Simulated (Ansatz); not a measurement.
Two members of one family (Series cyclo-(SnX2)n), computed with Ansatz in the gas phase; def2 core potentials for Sn, no spin–orbit coupling. The two geometries come from different levels. Binding counts from free atoms in the multiplicity of their measured ground term, without zero-point energy. The structures are stationary points that may keep the symmetry of their start.

First: cyclo-(SnH2)3 (singlet, charge 0, PBE0-D4/def2-SVP geometry).

```xyz
9

Sn   -1.442   -0.418   -0.616
H    -2.873   -0.629    0.307
H    -1.769   -0.624   -2.287
Sn    1.056   -1.149    0.448
H     2.213   -1.870   -0.593
H     1.108   -1.874    2.000
Sn    0.387    1.567    0.168
H     1.213    2.501   -1.011
H     0.107    2.497    1.583
```

```csv
level,HOMO (eV),LUMO (eV),gap (eV),binding per atom (eV)
PBE-D4/def2-SVP,-5.50,-1.86,3.64,2.16
PBE-D4/def2-TZVP,-5.57,-2.02,3.54,2.17
r2SCAN-D4/def2-TZVP,-5.76,-1.78,3.97,2.20
PBE0-D4/def2-SVP,-6.36,-1.09,5.26,2.15
PBE0-D4/def2-TZVP,-6.39,-1.25,5.14,2.17
```

Second: cyclo-(SnF2)3 (singlet, charge 0, PBE-D4/def2-SVP geometry).

```xyz
9

Sn   -1.690    0.167    1.079
F     0.238    1.064    1.662
F    -0.141   -1.356    1.447
Sn    1.752   -0.356    0.923
F     1.502    1.079   -0.730
F     1.123   -1.340   -0.945
Sn   -0.062    0.189   -2.002
F    -1.550   -0.933   -0.825
F    -1.172    1.486   -0.609
```

Question: What does the change do? Estimate second minus first.

Answer: 
| level | Δ HOMO (eV) | Δ LUMO (eV) | Δ gap (eV) | Δ binding per atom (eV) |
| --- | --- | --- | --- | --- |
| PBE-D4/def2-SVP | -1.23 | -0.08 | 1.15 | 1.89 |
| PBE-D4/def2-TZVP | -1.38 | -0.23 | 1.14 | 1.80 |
| r2SCAN-D4/def2-TZVP | -1.52 | -0.25 | 1.28 | 1.66 |
| PBE0-D4/def2-SVP | -1.56 | -0.09 | 1.47 | 1.62 |
| PBE0-D4/def2-TZVP | -1.70 | -0.25 | 1.45 | 1.56 |
